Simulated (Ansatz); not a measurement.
**Question.** Predict a relaxed structure of SnH3(NEt2) (C₄H₁₃NSn), charge 0, singlet, at PBE0-D4/def2-SVP (Ansatz).

**Answer.** 
Cartesian coordinates in Å:
```
Sn -0.2576 2.1301 -0.9740
H 1.0615 2.4283 -2.0257
H -1.7733 2.2107 -1.7669
H -0.2293 3.2606 0.3281
N -0.0568 0.1912 -0.3719
C 1.2503 -0.2992 0.0061
C 1.7356 0.1295 1.3880
C -1.1907 -0.5122 0.1930
C -1.4986 -1.8232 -0.5201
H 1.9879 0.0220 -0.7518
H 1.2492 -1.4045 -0.0495
H 1.8405 1.2254 1.4506
H 1.0314 -0.1803 2.1764
H 2.7163 -0.3143 1.6237
H -1.0501 -0.7084 1.2771
H -2.0850 0.1328 0.1363
H -1.7235 -1.6394 -1.5820
H -0.6454 -2.5180 -0.4757
H -2.3624 -2.3309 -0.0616
```
 This is one stationary point.

In the def2 sets Sn takes a core potential; there is no spin–orbit coupling.
